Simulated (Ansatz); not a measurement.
Ansatz (a first-principles code) input (B3LYP-D3(BJ)/def2-TZVP):

Ansatz 0.2 input:
```yaml
crystal:
  periodic: [false, false, false]
  atoms:
    - {symbol: Se, position_ang: [0.19742117, -0.16359053, 0.58407614]}
    - {symbol: Cl, position_ang: [0.90839488, 1.43153558, -0.62899113]}
    - {symbol: Cl, position_ang: [-1.25707067, -1.14350709, -0.61827994]}
    - {symbol: H, position_ang: [-0.78483133, 0.66559362, 1.34501945]}
basis:
  gaussian:
    orbitals: def2-TZVP
hamiltonian:
  xc: b3lyp
  dispersion: d3bj
total_charge: 1
phonons: {temperatures: {t_min: 298.15, t_max: 298.15, t_step: 100}}
```

Output:

```
Functional definition: B3LYP
integrals: 0.06 GiB planned
979 factors; their error is unknown
mean field: 0.53 GiB planned
mean field evaluation 1: about -90402.1603 eV, gradient 3.3e1 eV
mean field evaluation 2: about -90398.6695 eV, gradient 5.1e1 eV
mean field evaluation 4: about -90404.5653 eV, gradient 1.7e0 eV
mean field evaluation 8: about -90404.9498 eV, gradient 1.0e-1 eV
mean field evaluation 16: about -90404.9498 eV, gradient 5.3e-5 eV
mean field -90404.94979517 eV, -3322.3206262964 hartree, gradient 2.2e-5 eV, S^2 0.000000; 0 other end points of the search recorded, 0 dependent functions left out
the calculation of the forces begins
reference -90404.95001915 eV, -3322.3206345277 hartree; 34, 34 occupied and 94, 94 virtual orbitals, 979 factors
these checks for a lower state are left out or cut short: stability, starts, cluster_reference, orbital_swaps, neighbouring_geometries, increment
integrals: 0.06 GiB planned
979 factors; their error is unknown
mean field: 0.53 GiB planned
mean field -90404.94973630 eV, -3322.3206241330 hartree, gradient 1.0e-6 eV, S^2 0.000000; 0 other end points of the search recorded, 0 dependent functions left out
the calculation of the forces begins
reference -90404.94996030 eV, -3322.3206323652 hartree; 34, 34 occupied and 94, 94 virtual orbitals, 979 factors
these checks for a lower state are left out or cut short: stability, starts, cluster_reference, orbital_swaps, neighbouring_geometries, increment
integrals: 0.06 GiB planned
979 factors; their error is unknown
mean field: 0.53 GiB planned
mean field evaluation 32: about -90404.9497 eV, gradient 1.0e-6 eV
mean field -90404.94971848 eV, -3322.3206234785 hartree, gradient 1.0e-6 eV, S^2 0.000000; 0 other end points of the search recorded, 0 dependent functions left out
the calculation of the forces begins
reference -90404.94994244 eV, -3322.3206317088 hartree; 34, 34 occupied and 94, 94 virtual orbitals, 979 factors
these checks for a lower state are left out or cut short: stability, starts, cluster_reference, orbital_swaps, neighbouring_geometries, increment
integrals: 0.06 GiB planned
979 factors; their error is unknown
mean field: 0.53 GiB planned
mean field -90404.94974423 eV, -3322.3206244245 hartree, gradient 1.1e-6 eV, S^2 0.000000; 0 other end points of the search recorded, 0 dependent functions left out
the calculation of the forces begins
reference -90404.94996824 eV, -3322.3206326569 hartree; 34, 34 occupied and 94, 94 virtual orbitals, 979 factors
these checks for a lower state are left out or cut short: stability, starts, cluster_reference, orbital_swaps, neighbouring_geometries, increment
integrals: 0.06 GiB planned
979 factors; their error is unknown
mean field: 0.53 GiB planned
mean field -90404.94972572 eV, -3322.3206237442 hartree, gradient 1.1e-6 eV, S^2 0.000000; 0 other end points of the search recorded, 0 dependent functions left out
the calculation of the forces begins
reference -90404.94994967 eV, -3322.3206319743 hartree; 34, 34 occupied and 94, 94 virtual orbitals, 979 factors
these checks for a lower state are left out or cut short: stability, starts, cluster_reference, orbital_swaps, neighbouring_geometries, increment
integrals: 0.06 GiB planned
979 factors; their error is unknown
mean field: 0.53 GiB planned
mean field -90404.94983956 eV, -3322.3206279280 hartree, gradient 1.0e-6 eV, S^2 0.000000; 0 other end points of the search recorded, 0 dependent functions left out
the calculation of the forces begins
reference -90404.95006358 eV, -3322.3206361604 hartree; 34, 34 occupied and 94, 94 virtual orbitals, 979 factors
these checks for a lower state are left out or cut short: stability, starts, cluster_reference, orbital_swaps, neighbouring_geometries, increment
integrals: 0.06 GiB planned
979 factors; their error is unknown
mean field: 0.53 GiB planned
mean field -90404.94973021 eV, -3322.3206239096 hartree, gradient 1.0e-6 eV, S^2 0.000000; 0 other end points of the search recorded, 0 dependent functions left out
the calculation of the forces begins
reference -90404.94995416 eV, -3322.3206321396 hartree; 34, 34 occupied and 94, 94 virtual orbitals, 979 factors
these checks for a lower state are left out or cut short: stability, starts, cluster_reference, orbital_swaps, neighbouring_geometries, increment
integrals: 0.06 GiB planned
979 factors; their error is unknown
mean field: 0.53 GiB planned
mean field evaluation 64: about -90404.9497 eV, gradient 3.5e-1 eV
mean field -90404.94982815 eV, -3322.3206275086 hartree, gradient 1.1e-6 eV, S^2 0.000000; 0 other end points of the search recorded, 0 dependent functions left out
the calculation of the forces begins
reference -90404.95005219 eV, -3322.3206357419 hartree; 34, 34 occupied and 94, 94 virtual orbitals, 979 factors
these checks for a lower state are left out or cut short: stability, starts, cluster_reference, orbital_swaps, neighbouring_geometries, increment
integrals: 0.06 GiB planned
979 factors; their error is unknown
mean field: 0.53 GiB planned
mean field -90404.94970200 eV, -3322.3206228728 hartree, gradient 1.1e-6 eV, S^2 0.000000; 0 other end points of the search recorded, 0 dependent functions left out
the calculation of the forces begins
reference -90404.94992593 eV, -3322.3206311020 hartree; 34, 34 occupied and 94, 94 virtual orbitals, 979 factors
these checks for a lower state are left out or cut short: stability, starts, cluster_reference, orbital_swaps, neighbouring_geometries, increment
integrals: 0.06 GiB planned
979 factors; their error is unknown
mean field: 0.53 GiB planned
mean field -90404.94975683 eV, -3322.3206248876 hartree, gradient 1.0e-6 eV, S^2 0.000000; 0 other end points of the search recorded, 0 dependent functions left out
the calculation of the forces begins
reference -90404.94998079 eV, -3322.3206331179 hartree; 34, 34 occupied and 94, 94 virtual orbitals, 979 factors
these checks for a lower state are left out or cut short: stability, starts, cluster_reference, orbital_swaps, neighbouring_geometries, increment
integrals: 0.06 GiB planned
979 factors; their error is unknown
mean field: 0.53 GiB planned
mean field -90404.94979269 eV, -3322.3206262054 hartree, gradient 1.1e-6 eV, S^2 0.000000; 0 other end points of the search recorded, 0 dependent functions left out
the calculation of the forces begins
reference -90404.95001669 eV, -3322.3206344375 hartree; 34, 34 occupied and 94, 94 virtual orbitals, 979 factors
these checks for a lower state are left out or cut short: stability, starts, cluster_reference, orbital_swaps, neighbouring_geometries, increment
integrals: 0.06 GiB planned
979 factors; their error is unknown
mean field: 0.53 GiB planned
mean field evaluation 96: about -90404.9497 eV, gradient 1.0e-6 eV
mean field -90404.94973675 eV, -3322.3206241499 hartree, gradient 1.0e-6 eV, S^2 0.000000; 0 other end points of the search recorded, 0 dependent functions left out
the calculation of the forces begins
reference -90404.94996073 eV, -3322.3206323809 hartree; 34, 34 occupied and 94, 94 virtual orbitals, 979 factors
these checks for a lower state are left out or cut short: stability, starts, cluster_reference, orbital_swaps, neighbouring_geometries, increment
integrals: 0.06 GiB planned
979 factors; their error is unknown
mean field: 0.53 GiB planned
mean field -90404.94975985 eV, -3322.3206249986 hartree, gradient 1.0e-6 eV, S^2 0.000000; 0 other end points of the search recorded, 0 dependent functions left out
the calculation of the forces begins
reference -90404.94998384 eV, -3322.3206332300 hartree; 34, 34 occupied and 94, 94 virtual orbitals, 979 factors
these checks for a lower state are left out or cut short: stability, starts, cluster_reference, orbital_swaps, neighbouring_geometries, increment
integrals: 0.06 GiB planned
979 factors; their error is unknown
mean field: 0.53 GiB planned
mean field -90404.94979782 eV, -3322.3206263939 hartree, gradient 1.0e-6 eV, S^2 0.000000; 0 other end points of the search recorded, 0 dependent functions left out
the calculation of the forces begins
reference -90404.95002180 eV, -3322.3206346252 hartree; 34, 34 occupied and 94, 94 virtual orbitals, 979 factors
these checks for a lower state are left out or cut short: stability, starts, cluster_reference, orbital_swaps, neighbouring_geometries, increment
integrals: 0.06 GiB planned
979 factors; their error is unknown
mean field: 0.53 GiB planned
mean field -90404.94976608 eV, -3322.3206252274 hartree, gradient 1.0e-6 eV, S^2 0.000000; 0 other end points of the search recorded, 0 dependent functions left out
the calculation of the forces begins
reference -90404.94999006 eV, -3322.3206334587 hartree; 34, 34 occupied and 94, 94 virtual orbitals, 979 factors
Total energy: -90405.17138863 eV, -3322.3287697060 hartree
Atom 0 at     0.197421    -0.163591     0.584076 Å, force     0.001878    -0.001574     0.001486 eV/Å
Atom 1 at     0.908395     1.431536    -0.628991 Å, force    -0.000256     0.000536    -0.001026 eV/Å
Atom 2 at    -1.257071    -1.143507    -0.618280 Å, force    -0.000576     0.000155    -0.001024 eV/Å
Atom 3 at    -0.784831     0.665594     1.345019 Å, force    -0.001046     0.000882     0.000564 eV/Å
Dipole moment:    -0.060229     0.052242     0.382797 e Å
Vibrations: 163.69 426.58 433.02 751.57 810.86 2285.03 cm⁻¹, zero-point energy 0.301948 eV
```

It need not be the lowest isomer of its formula.
